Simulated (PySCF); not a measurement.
# Electron correlation in F (fluorine, neutral)

[He] 2s2 2p5, 2P determinant. Calculation: PySCF 2.14, in def2-SVP (3s2p1d, 14 functions); no relativity, point nucleus. Frozen: 1s2; 7 electrons correlated.

MP2 pair energies summed by pair of shells (mhartree):

```tsv
pair	energy	share (%)
2p-2p	-89.84	64.9
2s-2p	-41.29	29.8
2s-2s	-7.26	5.2
```

Total MP2 correlation energy: -138.38 mhartree.

Same-spin part -35.42 and opposite-spin part -102.96 mhartree; SCS-MP2 scales them by 1/3 and 6/5 to -135.36 mhartree.

| level | correlation energy (mhartree) |
| --- | --- |
| CCSD | -149.75 |
| (T) | -0.92 |
| CCSD(T) | -150.67 |

Diagnostics: T1 = 0.0034, D1 = 0.0055, largest double amplitude 0.047.

**Question.** Is a single reference adequate?

**Answer.** Yes: T1 lies below 0.03 and no double amplitude reaches 0.07.
